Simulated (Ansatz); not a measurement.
Two isomers of H7NO2Si2: A = `N[SiH](O)[SiH2]O`, B = `O[SiH](O)N[SiH3]`.

Gas-phase electronic energies from Ansatz, PBE0-D4/def2-TZVP geometries. CCSD(T)/CBS is the MP2 limit (def2-TZVPP, def2-QZVPP) plus CCSD(T) − MP2 in def2-TZVPP, frozen cores. DFT in def2-TZVPP. B3LYP here is the variant with VWN-RPA as its local correlation; programs differ in this. Each species was taken in one conformer, which may not be the lowest.

**Question.** Which isomer does CCSD(T)/CBS put lower? Give the gap. (An estimate is asked.)

**Answer.** Computed: B, by 103.4 kJ/mol.

**Question.** Give E(B) − E(A) in kJ/mol with CCSD/def2-TZVPP, PBE-D4, MP2/def2-TZVPP, B3LYP-D4, HF/def2-TZVPP, PBE0-D4, CCSD(T)/def2-TZVPP. (An estimate is asked.)

**Answer.** The calculation gave: CCSD/def2-TZVPP -108.3, PBE-D4 -78.7, MP2/def2-TZVPP -111.9, B3LYP-D4 -97.9, HF/def2-TZVPP -121.2, PBE0-D4 -88.5, CCSD(T)/def2-TZVPP -106.1. None reverses the order clearly.

Largest T1 diagnostic: 0.012.

In def2-TZVPP, CCSD(T) changes the Hartree–Fock value by +15.1 kJ/mol (the triples alone add +2.2 kJ/mol) and MP2 by +9.3 kJ/mol. From PBE to PBE0 (25 % exact exchange), in def2-TZVPP and without D4, E(B) − E(A) moves by −10.0 kJ/mol.
